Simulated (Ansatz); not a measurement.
The same path of BrH + Cl3H2NTi (9 atoms, charge 0, multiplicity 1) was run 3 times with different band settings. Lost on the way: Br8–H9. Made: Ti1–Br8, N2–H9.

Method: RKS PBE/def2-SVP (Ansatz).

Relaxed end points:

```xyz
9
Properties=species:S:1:pos:R:3
Ti -0.129 0.248 -0.016
N 0.084 -0.092 1.822
H -0.694 -0.425 2.408
H 0.753 0.440 2.398
Cl 1.878 0.480 -0.839
Cl -1.259 2.112 -0.250
Cl -1.271 -1.426 -0.827
Br 1.796 -2.970 2.319
H 1.065 -1.738 1.988
```

```xyz
9
Properties=species:S:1:pos:R:3
Ti 0.633 -0.231 0.076
N -0.286 -0.543 2.170
H -1.262 -0.217 2.191
H 0.234 -0.019 2.888
Cl 1.538 0.072 -1.914
Cl 0.110 1.884 0.519
Cl -1.017 -1.596 -0.511
Br 2.552 -1.184 1.141
H -0.280 -1.536 2.442
```

Common settings: movable images 9; climbing image yes; spring 5.0 eV/Å²; optimiser quadratic models (default); start path through a guess of the saddle point; iteration limit 60; end points relaxed.

| run | force threshold |
| --- | --- |
| 1 | 0.05 eV/Å |
| 2 | 0.2 eV/Å |
| 3 | 0.5 eV/Å |

Problem. What does each run give, and how far can it be trusted?

Solution. Run 1: converged after 15 iterations, highest image 0.153 eV above the first end. A vibrational analysis at the climbing image gives one clearly imaginary mode, 444i cm⁻¹: a first-order saddle point.
Run 2: converged after 9 iterations, highest image 0.161 eV above the first end. The threshold of 0.2 eV/Å is loose, so the images may lie well off the minimum-energy path. The order of the stationary point at the top wasn't checked.
Run 3: converged after 7 iterations, highest image 0.151 eV above the first end. The threshold of 0.5 eV/Å is loose, so the images may lie well off the minimum-energy path. Another band between the same ends (9 images) ends at a top of the same energy, where a vibrational analysis finds 1 clearly imaginary mode.
The orbitals stay closed-shell, which can raise the energy where a bond breaks towards radicals; this wasn't checked here.
